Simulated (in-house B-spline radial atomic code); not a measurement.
A radial electron density 4πr²n(r) was computed for an atom or ion in its tabulated ground configuration with an all-electron radial atomic-structure program (B-spline basis); method: Dirac-Kohn-Sham PBEsol, spherical fractional occupations. Columns: r (bohr), 4πr²n(r) (electrons per bohr), bar.

```
0.000476    3.398 #
0.000588    4.734 #
0.000726    6.555 ##
0.000897    9.032 ###
 0.00111    12.39 ####
 0.00137    16.78 #####
 0.00169     22.5 #######
 0.00208    29.71 #########
 0.00257    38.86 ############
 0.00318    49.98 ###############
 0.00392     62.6 ###################
 0.00484    76.44 #######################
 0.00598    90.34 ###########################
 0.00738    102.5 ###############################
 0.00912    111.2 #################################
  0.0113    114.5 ##################################
  0.0139    112.2 ##################################
  0.0172    106.2 ################################
  0.0212    101.5 ###############################
  0.0262      104 ###############################
  0.0323    116.4 ###################################
  0.0399    134.5 ########################################
  0.0492    146.3 ############################################
  0.0608    141.9 ###########################################
   0.075    125.3 ######################################
  0.0926    115.3 ###################################
   0.114    124.5 #####################################
   0.141      137 #########################################
   0.174    124.4 #####################################
   0.215    91.43 ###########################
   0.266    75.09 #######################
   0.328    84.64 #########################
   0.405    87.36 ##########################
     0.5    65.83 ####################
   0.618    39.45 ############
   0.763    25.95 ########
   0.942    20.98 ######
    1.16    16.03 #####
    1.44    9.789 ###
    1.77    4.935 #
    2.19    1.936 #
     2.7   0.5829 
    3.34   0.1189 
    4.12  0.01523 
    5.09 0.001019
```

**Question.** Which atom or ion is it?
A. Hg3+
B. Au3+
C. Au4+
D. Au2+

**Answer.** B. The area under the curve, ∫4πr²n dr = ∫r·4πr²n d(ln r) on this logarithmic grid, is 76 electrons, which only this option has. The configuration is [Xe] 4f14 5d8.
